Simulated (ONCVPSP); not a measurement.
**B (Z = 5): from the effect back to the setting (ONCV)**

Base potential:

```json
{
 "Element": "B (Z = 5)",
 "Generator": "ONCVPSP 4.0.1",
 "Type": "optimised norm-conserving Vanderbilt (ONCV)",
 "Functional": "PBE",
 "Relativity": "scalar-relativistic",
 "Frozen core": "[He]",
 "Valence charge": "3",
 "Reference configuration": "2s2 2p1",
 "Partial waves": "2s: rc 1.25 bohr, ncon 3, nbas 7, qcut 5.5 1/bohr, 1 projector; 2p: rc 3.05 bohr, ncon 4, nbas 9, qcut 4.4 1/bohr, 2 projectors, debl 3.1 Ha",
 "Local potential": "polynomial inside 1.00 bohr (lpopt 4, dvloc0 0 Ha)",
 "Core correction": "none"
}
```

Cutoffs, loose and tight: the cutoffs (Ha) at which the residual kinetic energy of the hardest occupied pseudo-wave falls to 1 and 0.1 mHa per electron. They do not see the model core or the augmentation charge, which bear on the density cutoff. Test errors are all-electron minus pseudo excitation energies from the reference, over the configurations 2s2 2p0; 2s1 2p0; 2s2 2p0.5; 2s0 2p3; variants that change the core or the reference have their own tests.

Only the scale of all radii (base = 1) is moved:

```json
{"scale of all radii (base = 1)": "0.81", "cutoff, loose": "12 Ha", "cutoff, tight": "150 Ha", "bound ghosts": "p", "largest test error (meV)": "+211"}
{"scale of all radii (base = 1)": "1", "cutoff, loose": "12 Ha", "cutoff, tight": "16 Ha", "bound ghosts": "none", "largest test error (meV)": "+316"}
{"scale of all radii (base = 1)": "1.07", "cutoff, loose": "11 Ha", "cutoff, tight": "15 Ha", "bound ghosts": "none", "largest test error (meV)": "+367"}
{"scale of all radii (base = 1)": "1.22", "cutoff, loose": "10 Ha", "cutoff, tight": "14 Ha", "bound ghosts": "none", "largest test error (meV)": "+473"}
{"scale of all radii (base = 1)": "1.33", "cutoff, loose": "9.6 Ha", "cutoff, tight": "13 Ha", "bound ghosts": "none", "largest test error (meV)": "+552"}
```

Question: One more run gave cutoff, loose: 12 Ha; cutoff, tight: 17 Ha; bound ghosts: none; largest test error (meV): +267. Which value of the scale of all radii (base = 1) was used?

Answer: 0.93. The tight cutoff moves one way along this sweep, from 150 Ha at 0.81 to 13 Ha at 1.33, which places the run between 0.81 and 1.
